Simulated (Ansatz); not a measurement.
Isolated molecules relaxed with PBE0-D4/def2-TZVP in Ansatz; ΔE leaves out vibrations. CCSD(T)/CBS is the MP2 limit (def2-TZVPP, def2-QZVPP) plus CCSD(T) − MP2 in def2-TZVPP, frozen cores. This one scheme is used for every species, atoms too. DFT in def2-TZVPP. No spin–orbit coupling; open shells (•) take unrestricted orbitals. Spin–orbit coupling would lower the free atoms: a little for B, S, Si. One conformer a species, not always the lowest.

Consider the atomization: `SB1N[SiH2]1` → B• + 4 H• + N• + S• + Si•.

Problem. What is ΔE at CCSD(T)/CBS? (An estimate is asked.)

Solution. Ansatz gave: +27.93 eV.

Problem. What do these levels give: BLYP-D4, r2SCAN, r2SCANh, CCSD/def2-SVP, HF/def2-QZVPP, SCS-MP2/def2-QZVPP? (Estimate.)

Solution. Ansatz gave: BLYP-D4 28.09, r2SCAN 28.20, r2SCANh 27.99, CCSD/def2-SVP 25.60, HF/def2-QZVPP 19.74, SCS-MP2/def2-QZVPP 28.09 eV.

Problem. What do rigid-rotor, harmonic-oscillator terms from PBE0-D4/def2-TZVP frequencies (298.15 K, 1 bar) make of the CCSD(T)/CBS value? (Estimate.)

Solution. Ansatz gave: ΔZPE = -1.26 eV, ΔH = +27.01 eV, ΔS = 797 J/(mol·K), ΔG = +24.54 eV. Open shells count their whole term as degenerate.

Largest T1 diagnostic among the species: 0.014.

In def2-TZVPP, CCSD(T) changes the Hartree–Fock value by +7.35 eV (the triples alone add +0.52 eV) and MP2 by +7.85 eV; breaking electron pairs costs correlation energy, which Hartree–Fock lacks. At CCSD(T), def2-SVP lies −1.94 eV from the extrapolated value and def2-TZVPP −0.89 eV: correlation converges slowly with the basis, and small sets miss more of it in the bonded molecule than in its fragments. Leaving LDA and LC-ωPBE aside and taking each functional with its dispersion term where it has one, the values, not all of them listed here, spread over 1.45 eV, from BHLYP-D4 to PBE-D4. LDA lies +3.81 eV from PBE without D4, its usual overbinding.

For atomizations the MP2-based limit and the directly extrapolated one differ by several kJ/mol either way, and by 10 to 25 for some Ge, Se and Sn compounds, so smaller differences from it don't rank the levels.
